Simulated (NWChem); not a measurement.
System: C2H7NSn; SMILES C=[CH][SnH2][NH2]

NWChem input:

```
start job
memory heap 200 mb stack 900 mb global 1100 mb
geometry units angstroms noautoz
  Sn    -0.279154     0.356352     0.033511
  N      1.226929     1.747938     0.059478
  C      0.339450    -1.622591    -0.521603
  C      0.305739    -2.649231     0.333434
  H     -1.428593     0.978394    -1.077147
  H     -0.887144     0.267996     1.635405
  H      2.027770     1.454293     0.616822
  H      1.577778     1.964863    -0.872161
  H      0.702153    -1.800800    -1.542341
  H     -0.046006    -2.539943     1.366634
  H      0.626188    -3.658455     0.045116
end
basis spherical
  Sn library def2-svp
  N library def2-svp
  C library def2-svp
  H library def2-svp
end
ecp
  Sn library def2-ecp
end
dft
  xc slater vwn_5
  iterations 150
end
tddft
  nroots 6
  notriplet
end
task tddft energy
```

Geometry: optimised at PBE0/def2-SVP. Not confirmed as a minimum by frequencies. def2 effective core potentials on Sn; no spin-orbit coupling.

Vertical excitations in the gas phase.

Q: Give the results of this calculation. (LDA (Slater exchange, VWN5)/def2-SVP with def2 effective core potentials on Sn, full TDDFT.) Quantities: lowest excitation, singlet (eV); oscillator strength of that lowest state; lowest state with f > 0.02, singlet (eV); oscillator strength of that bright state; orbital gap (eV).

A: The lowest excitation, singlet (eV) is 4.17. The oscillator strength of that lowest state is 0.022 and the lowest state with f > 0.02, singlet (eV) comes out as 4.17. The oscillator strength of that bright state is 0.022. The orbital gap (eV) comes out as 3.98.
